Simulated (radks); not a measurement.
Results of a calculation; reference values are marked as such.
All-electron atom: the hafnium ion Hf4+ in [Kr] 4d10 4f14 5s1 5p6 5f1 (not the ground configuration).

Level of theory: scalar-relativistic Kohn-Sham, BLYP, spin-polarised, spherical densities, finite nucleus; open shells are filled with parallel spins first (spin-orbit coupling, left out, can overturn this in heavy ions); Fermi nuclear charge, rms radius 5.347 fm (a radial shooting solver on a logarithmic mesh with Libxc functionals).

Energy parts (hartree):
total: -15070.8085
kinetic: 16507.9381
electron-nucleus: -37046.8632
Hartree: 5774.9188
exchange-correlation: -306.8022

Orbitals (lengths in bohr, moments of r in powers of bohr):
orbital,occ.,eigenvalue (hartree),<r^2>,<r^4>
1s up,1,-2400.654,0.0004951,6.622e-07
1s down,1,-2400.649,0.0004951,6.623e-07
2s up,1,-412.1713,0.007641,0.0001007
2s down,1,-412.1680,0.007641,0.0001007
2p up,3,-362.2439,0.006283,0.00007812
2p down,3,-362.2407,0.006283,0.00007812
3s up,1,-95.35687,0.04977,0.003732
3s down,1,-95.35322,0.04977,0.003732
3p up,3,-80.43556,0.05040,0.003986
3p down,3,-80.43184,0.05040,0.003986
3d up,5,-62.75090,0.04186,0.003092
3d down,5,-62.74733,0.04186,0.003092
4s up,1,-20.71478,0.2478,0.08926
4s down,1,-20.70820,0.2477,0.08918
4p up,3,-15.82033,0.2821,0.1190
4p down,3,-15.81309,0.2819,0.1188
4d up,5,-9.48910,0.3326,0.1798
4d down,5,-9.47962,0.3320,0.1790
4f up,7,-2.50358,0.5541,0.7353
4f down,7,-2.48690,0.5494,0.7232
5s up,1,-4.30903,1.381,2.770
5s down,0,-4.26838,1.383,2.784
5p up,3,-3.09522,1.835,5.016
5p down,3,-3.05648,1.844,5.077
5d up,0,-1.66308,3.360,17.87
5d down,0,-1.63346,3.391,18.12
5f up,1,-0.71513,12.24,227.8
6s up,0,-1.45186,7.022,68.66
6s down,0,-1.43042,6.934,66.76
6p up,0,-1.14438,9.568,127.2
6f up,0,-0.41743,42.89,2597

The highest occupied level is 5f up at -19.460 eV. The configuration is held as typed, so some empty levels lie below it. The spin density at the nucleus is 688.9 e/bohr^3 (1s 2.1, 2s 0.7, 3s 0.3, 4s 0.1, 5s 685.8).
